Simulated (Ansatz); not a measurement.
The same molecule with X = B, Al, Ga, In. Ansatz, PBE0-D4/def2-TZVP geometries, multiplicity 1.

Elements past krypton have def2 core potentials. Scalar relativity is left out up to krypton.

```json
{"X": "B", "molecule": "`BC`", "mean X–C bond length / Å": "1.548", "mean X–H bond length / Å": "1.199", "HOMO–LUMO gap (PBE0/def2-TZVPP) / eV": "7.77", "HOMO energy (B3LYP/def2-TZVPP) / eV": "-8.82", "HOMO–LUMO gap (PBE/def2-TZVPP) / eV": "5.31"}
{"X": "Al", "molecule": "`[CH3][AlH2]`", "mean X–C bond length / Å": "1.950", "mean X–H bond length / Å": "1.590", "HOMO–LUMO gap (PBE0/def2-TZVPP) / eV": "6.80", "HOMO energy (B3LYP/def2-TZVPP) / eV": "-7.87", "HOMO–LUMO gap (PBE/def2-TZVPP) / eV": "4.75"}
{"X": "In", "molecule": "`[CH3][InH2]`", "mean X–C bond length / Å": "2.153", "mean X–H bond length / Å": "1.731", "HOMO–LUMO gap (PBE0/def2-TZVPP) / eV": "6.02", "HOMO energy (B3LYP/def2-TZVPP) / eV": "-7.36", "HOMO–LUMO gap (PBE/def2-TZVPP) / eV": "4.14"}
```

Problem. Give the row for X = Ga, `[CH3][GaH2]`. (An estimate is asked.)

Solution. Ansatz gave: 
```csv
X,molecule,mean X–C bond length / Å,mean X–H bond length / Å,HOMO–LUMO gap (PBE0/def2-TZVPP) / eV,HOMO energy (B3LYP/def2-TZVPP) / eV,HOMO–LUMO gap (PBE/def2-TZVPP) / eV
Ga,`[CH3][GaH2]`,1.966,1.574,6.65,-7.82,4.61
```

From B to In the mean X–C bond length rises at each step, by 0.605 Å in all; the mean X–H bond length isn't monotonic: highest at In, lowest at B; the HOMO–LUMO gap (PBE0/def2-TZVPP) falls at each step, by 1.75 eV in all; the HOMO energy (B3LYP/def2-TZVPP) rises at each step, by 1.46 eV in all; the HOMO–LUMO gap (PBE/def2-TZVPP) falls at each step, by 1.17 eV in all. Bonds lengthen as the atom grows down the group.

B3LYP here is the variant with VWN-RPA as its local correlation; programs differ in this.
